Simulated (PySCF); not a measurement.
**LDA on Pt⁺ (platinum, charge +1)**

Configuration: [Xe] 4f14 5d8 6p1, one real determinant (an excited configuration). Calculation: PySCF 2.14, in def2-SVPD with the def2 core potential (60 electrons) (6s4p2d1f, 35 functions); a scalar-relativistic core potential.

- Total energy: -118.4125 hartree
- One-electron energy: -199.8293 hartree
- Hartree (Coulomb) energy: 92.4018 hartree
- Exchange-correlation energy: -10.9851 hartree
- ⟨S²⟩: 3.7501
- ⟨L²⟩: 14.015
- Sum of ⟨r⟩: 25.13 bohr
- Sum of ⟨r²⟩: 48.51 bohr²
- Traceless quadrupole moment −½Σ⟨3z² − r²⟩ along its main axis: -5.48 e·bohr²

```csv
shell,electrons,mean orbital energy (hartree),spread (hartree),"rms radius, mean of both spins (bohr)"
5s α,1,-4.27494,0,1.02
5s β,1,-4.22700,0,1.02
5p α,3,-2.55293,0.00975,1.19
5p β,3,-2.50083,0.01196,1.19
5d α,5,-0.70256,0.03570,1.73
5d β,3,-0.65297,0.01208,1.73
6p α,1,-0.31588,0,3.75
```

⟨L²⟩ = 14.01 against 20 for a pure G term, so this real determinant mixes terms. Energies and moments cover only the electrons outside the core potential. Spin-orbit coupling, absent here, splits the open shell strongly.
